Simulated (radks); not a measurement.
Neutral rhenium inside a hard spherical wall (all orbitals vanish at R), configuration held at [Xe] 4f14 5d5 6s2 and not refilled when levels cross. Calculated with a radial shooting solver on a logarithmic mesh with Libxc functionals: scalar-relativistic Kohn-Sham, PBE, spin-polarised, spherical densities, finite nucleus; open shells are filled with parallel spins first (spin-orbit coupling, left out, can overturn this in heavy ions); Fermi nuclear charge, rms radius 5.3698 fm. Eigenvalues in eV for spin up, with the zero of energy where the potential of the charges vanishes at infinity; a dash marks a level that is unbound or too diffuse for the functional's potential to be trusted. A positive occupied level is held by the wall or, in an anion where self-interaction has pushed it up, behind a barrier. The pressure on the wall is -dE/dV.

| R (bohr) | E (hartree) | kinetic (hartree) | e(5p) | e(4f) | e(6s) | e(5d) | e(6p, empty) | e(7s, empty) | pressure (GPa) |
|---|---|---|---|---|---|---|---|---|---|
| free | -16689.5699 | 18436.034 | -47.800 | -42.023 | -6.558 | -6.403 | -1.573 | - | 0 |
| 20 | -16689.5699 | 18436.034 | -47.800 | -42.023 | -6.558 | -6.403 | -1.573 | - | < 0.0001 |
| 15 | -16689.5699 | 18436.034 | -47.800 | -42.022 | -6.558 | -6.403 | -1.570 | 0.233 | < 0.0001 |
| 10 | -16689.5696 | 18436.038 | -47.772 | -41.995 | -6.535 | -6.376 | -1.468 | 1.503 | 0.00977 |
| 8 | -16689.5661 | 18436.068 | -47.606 | -41.829 | -6.398 | -6.223 | -1.098 | 3.802 | 0.165 |
| 4 | -16689.0091 | 18438.693 | -40.879 | -34.477 | 1.883 | 0.088 | 12.067 | 46.312 | 115 |
| 3.5 | -16688.4151 | 18441.083 | -37.022 | -29.949 | 8.652 | 4.183 | 21.655 | 71.299 | 330 |
| 3 | -16687.0359 | 18446.405 | -30.668 | -22.248 | 22.507 | 11.642 | 40.272 | 115.68 | 1090 |
| 2.5 | -16683.4121 | 18459.988 | -18.744 | -7.916 | 53.921 | 26.873 | 79.750 | 201.79 | 4400 |
| 2 | -16672.0994 | 18500.151 | 9.001 | 21.981 | 134.58 | 63.308 | 173.92 | 390.77 | 23300 |
| 1.5 | -16627.2788 | 18645.523 | 96.781 | 95.163 | 379.59 | 173.81 | 442.75 | 889.56 | 185000 |
